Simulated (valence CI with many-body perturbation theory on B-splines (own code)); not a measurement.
## Level structure of Cr IX

Calculated by configuration interaction combined with many-body perturbation theory (CI+MBPT): six valence electrons over a frozen Dirac-Fock core [Ne], radial functions for each j: 9 s, 9 p, 8 d, 6 f, 3 g, 1 h, with the one-electron correlation potential Σ1, the two-electron term Σ2, the three-electron term Σ3, Breit, model QED; selected CI, second order for the rest, scaled by the run's own slope (own B-spline code, finite nucleus).

No measured levels were compared; by estimate levels of excited configurations hold to 0.05 to 0.15 % of their energy, terms of the ground configuration to about 0.5 %. Among the levels kept, up to 800 cm⁻¹ of a level comes from second order outside the variational space, and about a tenth of that is noise between levels of different J, which matters for small intervals.

Levels 1 to 35 of 35, with energies above the lowest level, 3s²3p⁴ ³P_2. "Leading %" is the weight of the configuration and term that name the level; weights of strongly mixed levels are sums over their largest components and can fall short. In the jj column 3d3/2^4 stands for four electrons in 3d with j = 3/2. Lifetimes count E1, E2, E3, M1 and M2 decay at the calculated energies, and are blank where another channel may lead or the interval is too uncertain; long ones can be off by a factor of two.

| No. | Configuration | Term | J | E (eV) | Leading % | Lifetime | Leading jj | g |
| --- | --- | --- | --- | --- | --- | --- | --- | --- |
| 1 | 3s²3p⁴ | ³P | 2 | 0.000 | 93 |  | 3s^2 3p1/2^2 3p3/2^2 (78 %) | 1.487 |
| 2 | 3s²3p⁴ | ³P | 1 | 0.970 | 96 | 95.0 ms | 3s^2 3p1/2 3p3/2^3 (96 %) | 1.501 |
| 3 | 3s²3p⁴ | ³P | 0 | 1.187 | 93 | 3.50 s | 3s^2 3p1/2^2 3p3/2^2 (48 %) |  |
| 4 | 3s²3p⁴ | ¹D | 2 | 3.775 | 93 | 29.1 ms | 3s^2 3p1/2 3p3/2^3 (78 %) | 1.013 |
| 5 | 3s²3p⁴ | ¹S | 0 | 8.331 | 91 | 2.88 ms | 3s^2 3p3/2^4 (48 %) |  |
| 6 | 3s3p⁵ | ³P° | 2 | 29.623 | 79 | 455 ps | 3s 3p1/2^2 3p3/2^3 (79 %) | 1.500 |
| 7 | 3s3p⁵ | ³P° | 1 | 30.399 | 78 | 436 ps | 3s 3p1/2 3p3/2^4 (47 %) | 1.497 |
| 8 | 3s3p⁵ | ³P° | 0 | 30.856 | 78 | 436 ps | 3s 3p1/2 3p3/2^4 (78 %) |  |
| 9 | 3s3p⁵ | ¹P° | 1 | 37.890 | 56 | 161 ps | 3s 3p1/2^2 3p3/2^3 (33 %) | 1.002 |
| 10 | 3s²3p³3d | ⁵D° | 0 | 40.620 | 96 | 20.3 ns | 3s^2 3p1/2 3p3/2^2 3d3/2 (51 %) |  |
| 11 | 3s²3p³3d | ⁵D° | 1 | 40.633 | 96 | 22.6 ns | 3s^2 3p1/2 3p3/2^2 3d3/2 (50 %) | 1.498 |
| 12 | 3s²3p³3d | ⁵D° | 2 | 40.651 | 96 | 34.0 ns | 3s^2 3p1/2 3p3/2^2 3d3/2 (38 %) | 1.497 |
| 13 | 3s²3p³3d | ⁵D° | 3 | 40.679 | 95 | 87.9 ns | 3s^2 3p1/2 3p3/2^2 3d5/2 (26 %) | 1.496 |
| 14 | 3s²3p³3d | ⁵D° | 4 | 40.739 | 96 |  | 3s^2 3p1/2 3p3/2^2 3d5/2 (53 %) | 1.497 |
| 15 | 3s²3p³3d | ³D° | 2 | 43.473 | 85 | 35.7 ns | 3s^2 3p1/2^2 3p3/2 3d5/2 (37 %) | 1.124 |
| 16 | 3s²3p³3d | ³D° | 3 | 43.590 | 91 | 1.16 μs | 3s^2 3p1/2 3p3/2^2 3d5/2 (68 %) | 1.324 |
| 17 | 3s²3p³3d | ³D° | 1 | 43.718 | 96 | 50.3 ns | 3s^2 3p1/2 3p3/2^2 3d5/2 (47 %) | 0.502 |
| 18 | 3s²3p³3d | ³F° | 2 | 44.478 | 87 | 133 ns | 3s^2 3p1/2 3p3/2^2 3d3/2 (63 %) | 0.714 |
| 19 | 3s²3p³3d | ¹S° | 0 | 44.630 | 95 | 31.2 ns | 3s^2 3p1/2 3p3/2^2 3d5/2 (54 %) |  |
| 20 | 3s²3p³3d | ³F° | 3 | 44.756 | 91 | 77.0 ns | 3s^2 3p1/2 3p3/2^2 3d3/2 (52 %) | 1.092 |
| 21 | 3s²3p³3d | ³F° | 4 | 45.111 | 94 |  | 3s^2 3p1/2 3p3/2^2 3d5/2 (67 %) | 1.247 |
| 22 | 3s²3p³3d | ³G° | 3 | 47.284 | 93 | 24.4 ns | 3s^2 3p1/2 3p3/2^2 3d3/2 (38 %) | 0.762 |
| 23 | 3s²3p³3d | ³G° | 4 | 47.388 | 92 |  | 3s^2 3p1/2 3p3/2^2 3d3/2 (39 %) | 1.059 |
| 24 | 3s²3p³3d | ³G° | 5 | 47.532 | 97 |  | 3s^2 3p1/2 3p3/2^2 3d5/2 (97 %) | 1.200 |
| 25 | 3s²3p³3d | ¹G° | 4 | 48.400 | 91 |  | 3s^2 3p1/2 3p3/2^2 3d3/2 (46 %) | 1.013 |
| 26 | 3s²3p³3d | ¹D° | 2 | 49.063 | 90 | 1.09 ns | 3s^2 3p1/2 3p3/2^2 3d3/2 (30 %) | 1.000 |
| 27 | 3s²3p³3d | ³P° | 0 | 50.949 | 94 | 1.99 ns | 3s^2 3p1/2^2 3p3/2 3d3/2 (53 %) |  |
| 28 | 3s²3p³3d | ³D° | 1 | 50.998 | 93 | 950 ps | 3s^2 3p1/2^2 3p3/2 3d3/2 (42 %) | 0.522 |
| 29 | 3s²3p³3d | ³F° | 3 | 51.012 | 92 | 8.75 ns | 3s^2 3p1/2 3p3/2^2 3d5/2 (40 %) | 1.079 |
| 30 | 3s²3p³3d | ³F° | 4 | 51.030 | 87 | 3.42 ms | 3s^2 3p3/2^3 3d5/2 (52 %) | 1.233 |
| 31 | 3s²3p³3d | ³F° | 2 | 51.138 | 87 | 14.1 ns | 3s^2 3p1/2 3p3/2^2 3d3/2 (58 %) | 0.709 |
| 32 | 3s²3p³3d | ³P° | 1 | 51.171 | 91 | 518 ps | 3s^2 3p1/2^2 3p3/2 3d5/2 (32 %) | 1.479 |
| 33 | 3s²3p³3d | ³D° | 2 | 51.571 | 85 | 909 ps | 3s^2 3p1/2 3p3/2^2 3d5/2 (33 %) | 1.144 |
| 34 | 3s²3p³3d | ³P° | 2 | 51.863 | 89 | 266 ps | 3s^2 3p1/2 3p3/2^2 3d5/2 (47 %) | 1.478 |
| 35 | 3s²3p³3d | ³D° | 3 | 52.242 | 92 | 2.76 ns | 3s^2 3p3/2^3 3d5/2 (40 %) | 1.321 |

Names give the largest LS component (configuration and term), which can be under half, so a name can repeat, a term be missing and a line seem to break the LS rules; names also repeat where a configuration has a term twice.

The ionisation energy to 3s²3p³ ⁴S°3/2 of the next ion comes out as 209.66 eV (NIST: 209.5 ± 0.3 eV (semi-empirical)). All 35 levels together are meant to be complete up to 52.978 eV.
